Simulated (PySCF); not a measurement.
Match the calculated data to a structure.

All candidates are C6H6N2Si.

| technique | computed result |
| --- | --- |
| Dipole | 5.50 D [CAM-B3LYP/def2-SVPD] |
| Polarisability | 110.0 au [CAM-B3LYP/def2-SVPD] |
| 13C NMR | chemical shifts (computed TMS as zero) by class: 177.2 (1 C), 143.5 (1 C), 123.5 (1 C), 122.8 (1 C), 114.9 (1 C), 93.4 (1 C) ppm [GIAO PBE0/pcSseg-1] |
| Triplet | lowest triplet excitation (Tamm–Dancoff): 3.34 eV [TDA CAM-B3LYP/def2-SVPD] |
| Rotational structure | rotational constants A, B, C: 1.893, 0.714, 0.576 GHz [GFN2-xTB] |
| 1H NMR | chemical shifts (computed TMS as zero) by class: 8.81 (1 H), 8.80 (1 H), 6.45 (1 H), 6.20 (1 H), 6.10 (1 H), 5.54 (1 H) ppm [GIAO PBE0/pcSseg-1] |
| UV, first state | lowest singlet excitation: 4.05 eV (306 nm, f = 0.000) [TDDFT CAM-B3LYP/def2-SVPD] |
| UV, strongest line | among the 8 lowest singlet transitions: S3 at 5.21 eV (238 nm, f = 0.314) [TDDFT CAM-B3LYP/def2-SVPD] |
| NMR, other nuclei | isotropic shieldings of nuclei other than C and H, by class: -139 (1 N), -89 (1 N), 428 (1 Si) ppm [GIAO PBE0/pcSseg-1] |

Electronic properties: PySCF, gas phase, density fitting. Levels stand in brackets. Geometry: GFN2-xTB, one conformer, isolated molecule. NMR classes are plain means over equivalent atoms (diastereotopic ones count apart unless rotation or inversion swaps them), as if these changed places fast.

**Question.** Which candidate is it?
A. `C[C@@H](C#N)[SiH2]C#CC#N`
B. `C=CC#C[Si@@H](C#N)N=C`
C. `C=C/C(C#N)=C\[SiH2]C#N`

**Answer.** B. It is `C=CC#C[Si@@H](C#N)N=C`. Numbering: `[CH2:1]=[CH:2][C:3]#[C:4][Si@@H:5]([C:6]#[N:7])[N:8]=[CH2:9]`. Its formula, C6H6N2Si, gives 6 degrees of unsaturation: 0 rings and 6 π bonds in the structure found. 6 carbons fall into 6 classes; from least to most shielded: C=N carbon [C9] (177.2 ppm), terminal =CH2 carbon [C1] (143.5 ppm), cyano carbon [C6] (123.5 ppm), alkene CH carbon [C2] (122.8 ppm), alkyne carbon [C3] (114.9 ppm), alkyne carbon [C4] (93.4 ppm). Hydrogen classes from least to most shielded: 1 H on a C=N carbon, C9 (8.81 ppm), 1 H on a C=N carbon, C9 (8.80 ppm), 1 H on a terminal =CH2 carbon, C1 (6.45 ppm), 1 H on a terminal =CH2 carbon, C1 (6.20 ppm), 1 H on an alkene CH carbon, C2 (6.10 ppm), 1 H on an SiH silicon, Si5 (5.54 ppm). The other shieldings belong to: -139 ppm, C=N nitrogen [N8]; -89 ppm, cyano nitrogen [N7]; 428 ppm, SiH silicon [Si5]. The optimised geometry has point group C1 and is an asymmetric top.

The others, at the same levels:
- `C=C/C(C#N)=C\[SiH2]C#N` fails: its computed 13C shifts are 142.4 (1 C), 139.9 (1 C), 137.6 (1 C), 136.4 (1 C), 122.2 (1 C), 121.3 (1 C) ppm, 1H shifts are 7.03 (1 H), 6.60 (1 H), 6.58 (1 H), 6.33 (1 H), 4.75 (2 H) ppm and lowest singlet excitation is 5.11 eV (243 nm, f = 0.501) (against 4.05 eV).
- `C[C@@H](C#N)[SiH2]C#CC#N` fails: its computed 13C shifts are 124.5 (1 C), 110.9 (1 C), 90.6 (1 C), 89.3 (1 C), 16.6 (1 C), 9.0 (1 C) ppm, 1H shifts are 4.68 (1 H), 4.45 (1 H), 2.04 (1 H), 1.60 (3 H) ppm and rotational constant A is 4.314 GHz (against 1.893 GHz).

Each candidate is one conformer, not necessarily the lowest. Dipoles, sizes and rotational constants follow the conformer. The torsions of the flexible species, by atom-mapped SMILES:
- `[CH2:1]=[CH:2][C:3]#[C:4][Si@@H:5]([C:6]#[N:7])[N:8]=[CH2:9]`: C4–Si5–N8–C9 2°
- `[CH2:1]=[CH:2]/[C:3]([C:4]#[N:5])=[CH:6]\[SiH2:7][C:8]#[N:9]`: C1–C2–C3–C4 2°, C3–C6–Si7–C8 -53°
- `[CH3:1][C@@H:2]([C:3]#[N:4])[SiH2:5][C:6]#[C:7][C:8]#[N:9]`: C1–C2–Si5–C6 62°
